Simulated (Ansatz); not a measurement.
BFO, charge -1, doublet, geometry from GFN2-xTB (a state made from the parent by changing its charge; the spin is typed, not shown lowest) (a gas-phase anion, which may not be bound at this level); Ansatz (an electronic-structure program) with CCSD(T)/6-311G**.

Here is a job for Ansatz.
Ansatz 0.2 input:
```yaml
crystal:
  periodic: [false, false, false]
  atoms:
    - {symbol: F, position_ang: [-1.24683535, 0.25242514, 0.11009263]}
    - {symbol: B, position_ang: [0.20092821, -0.49119948, -0.30936392]}
    - {symbol: O, position_ang: [1.27710964, 0.02302140, 0.06949823]}
basis:
  gaussian:
    orbitals: 6-311G__.json
total_charge: -1
magnetization: {spin_polarized: true, initial_magnetization: 1}
correlation: {method: ccsd_t, electrons: outside_noble_gas}
accuracy: high
```
The basis file holds 6-311G** in the JSON format of the Basis Set Exchange.

Write the output that Ansatz gives for this input, abridged.


```
Functional definition: HF
974 factors; integrals over basis functions are off by at most 5.9e-9 eV
mean field evaluation 1: about -5414.9904 eV, gradient 1.7e1 eV
mean field evaluation 2: about -5414.9935 eV, gradient 1.7e1 eV
mean field evaluation 4: about -5416.7586 eV, gradient 2.9e0 eV
mean field evaluation 8: about -5416.8853 eV, gradient 2.7e-1 eV
mean field evaluation 16: about -5414.9902 eV, gradient 1.7e1 eV
mean field -5416.88917468 eV, -199.0670054701 hartree, gradient 3.8e-8 eV, S^2 0.765262; 0 other end points of the search recorded, 0 dependent functions left out
3 core orbitals not correlated
reference -5416.88917468 eV, -199.0670054701 hartree; 9, 8 occupied and 42, 43 virtual orbitals, 974 factors
second order -13.14184102 eV of doubles, -0.00000000 eV of singles
cycle   1  -12.68306083 eV  change    4.6e-1 eV  update   1.1e-1
cycle   2  -13.07009946 eV  change   -3.9e-1 eV  update   3.5e-2
cycle   3  -13.19053193 eV  change   -1.2e-1 eV  update   2.3e-2
cycle   4  -13.17776262 eV  change    1.3e-2 eV  update   7.5e-3
cycle   5  -13.17672602 eV  change    1.0e-3 eV  update   4.3e-3
cycle   6  -13.17996749 eV  change   -3.2e-3 eV  update   1.9e-3
cycle   7  -13.18014012 eV  change   -1.7e-4 eV  update   8.9e-4
cycle   8  -13.18032712 eV  change   -1.9e-4 eV  update   3.7e-4
cycle   9  -13.18038067 eV  change   -5.4e-5 eV  update   1.8e-4
cycle  10  -13.18027618 eV  change    1.0e-4 eV  update   9.1e-5
cycle  11  -13.18031676 eV  change   -4.1e-5 eV  update   3.6e-5
cycle  12  -13.18032255 eV  change   -5.8e-6 eV  update   1.4e-5
cycle  13  -13.18032849 eV  change   -5.9e-6 eV  update   5.2e-6
cycle  14  -13.18032757 eV  change    9.2e-7 eV  update   2.5e-6
cycle  15  -13.18032660 eV  change    9.7e-7 eV  update   9.3e-7
cycle  16  -13.18032645 eV  change    1.5e-7 eV  update   4.1e-7
cycle  17  -13.18032661 eV  change   -1.6e-7 eV  update   1.6e-7
cycle  18  -13.18032669 eV  change   -8.2e-8 eV  update   6.9e-8
cycle  19  -13.18032672 eV  change   -3.2e-8 eV  update   3.4e-8
cycle  20  -13.18032634 eV  change    3.8e-7 eV  update   9.6e-8
cycle  21  -13.18032636 eV  change   -1.5e-8 eV  update   3.2e-8
cycle  22  -13.18032633 eV  change    3.0e-8 eV  update   1.1e-8
cycle  23  -13.18032632 eV  change    8.3e-9 eV  update   6.2e-9
cycle  24  -13.18032632 eV  change    2.5e-9 eV  update   2.6e-9
cycle  25  -13.18032632 eV  change   1.1e-10 eV  update   1.0e-9
perturbative correction -0.44026038 eV, -0.0161792704 hartree
Total energy: -5430.50976137 eV, -199.5675527988 hartree
```
